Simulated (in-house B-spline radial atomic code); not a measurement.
## RPA and G0W0 on BLYP: Ag6+

Configuration [Kr] 4d5, highest spin, mean-field start BLYP. Computed with a B-spline radial code for spherical atoms: all electrons, scalar-relativistic (spin-free one-electron X2C), finite nucleus, each spin shell either full or empty, empty states to l = 9 with an (l + 1/2)⁻⁴ tail; G0W0 by contour deformation at full frequency.

Command:
```bash
python run_gw.py task.json out
```
Settings (radii: box in bohr, nucleus in fm):
```
Z                        47
electrons                41
configuration            [Kr] 4d5
hamiltonian              x2c
method                   b88,lyp
lmax                     9
rms_radius               4.5454
spin_polarised           True
box_radius               9.29
intervals                67
```

Time taken, with all properties: 7 s on 1 thread of Arm Neoverse N1, with other jobs on the host.

Energies (hartree):

```json
{"term": "mean-field total", "value": "-5305.88664"}
{"term": "Hartree-Fock functional on these orbitals", "value": "-5303.49091"}
{"term": "direct second order", "value": "-3.5436"}
{"term": "second-order exchange", "value": "1.0184"}
{"term": "SOSEX correction", "value": "0.95753"}
```

Problem. What is the RPA correlation energy, and what remains with SOSEX?

Solution. RPA gives -3.1727 hartree (-2.11 eV per electron); RPA + SOSEX gives -2.2151, and the second-order doubles -2.5252 hartree (no singles). RPA lacks exchange-type terms and so overcorrelates at short range.

Quasi-particle levels (eV):

```
  level  occupied  mean field  Σx - vxc     Σc  QP weight     G0W0
  4d up       yes      -97.23    -10.23      ?          ?        ?
4p down       yes     -148.53    -10.64  -0.16      0.949  -159.34
4d down        no      -92.42     12.18  -4.03      0.961   -84.27
```

G0W0 = mean field + (Σx - vxc) + Σc, with Σc (partial-wave tail included) taken at the quasi-particle energy. Only the outer levels were computed. Levels of low weight are left out.

Problem. Where does G0W0 put 4d up?

Solution. At -107.49 eV, with Σc = -0.03 eV and a quasi-particle weight of 0.961. The tabulated removal energy is 106 ± 2 eV (NIST, tabulated theory); the calculation leaves out spin-orbit coupling, Breit and QED terms, and what these don't explain is the method's own error.
